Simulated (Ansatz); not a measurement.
`C=C[SiH](Cl)C=C`. Total charge 0; spin multiplicity 1. Geometry: relaxed with PBE0-D4/def2-TZVP. It is one conformer, not always the lowest.

```xyz
13

C    -1.438   -1.344    1.249
C    -0.219   -1.064    0.796
Si    0.423    0.670    0.724
Cl    2.167    0.814    1.825
C     0.812    1.191   -1.011
C     0.432    0.486   -2.073
H    -2.106   -0.564    1.607
H    -1.824   -2.358    1.289
H     0.415   -1.882    0.457
H    -0.561    1.577    1.366
H     1.368    2.114   -1.167
H    -0.124   -0.442   -1.974
H     0.655    0.804   -3.088
```

(1) What is the dipole moment at B3LYP/def2-TZVPP? (Estimate.)

(2) And with PBE, r2SCAN, ωB97M-V? (An estimate is asked.)

(3) Give the Mulliken charges with B3LYP, r2SCAN, PBE in def2-TZVPP. (An estimate is asked.)

## Answers

(1) The calculation gave: 2.20 D, with components (-1.49, -0.75, -1.44) D in this frame, pointing from negative to positive charge.

(2) Ansatz gave: PBE 2.12 D, r2SCAN 2.22 D, ωB97M-V 2.23 D.

(3) Computed: 
| atom | B3LYP | r2SCAN | PBE |
| --- | --- | --- | --- |
| C1 | -0.18 | -0.12 | -0.16 |
| C2 | -0.22 | -0.24 | -0.18 |
| Si3 | 0.56 | 0.60 | 0.46 |
| Cl4 | -0.28 | -0.28 | -0.25 |
| C5 | -0.21 | -0.22 | -0.17 |
| C6 | -0.19 | -0.13 | -0.17 |
| H7 | 0.10 | 0.08 | 0.09 |
| H8 | 0.11 | 0.08 | 0.10 |
| H9 | 0.10 | 0.08 | 0.09 |
| H10 | -0.09 | -0.10 | -0.09 |
| H11 | 0.09 | 0.07 | 0.09 |
| H12 | 0.10 | 0.08 | 0.09 |
| H13 | 0.11 | 0.08 | 0.10 |

B3LYP here is the variant with VWN-RPA as its local correlation; programs differ in this.
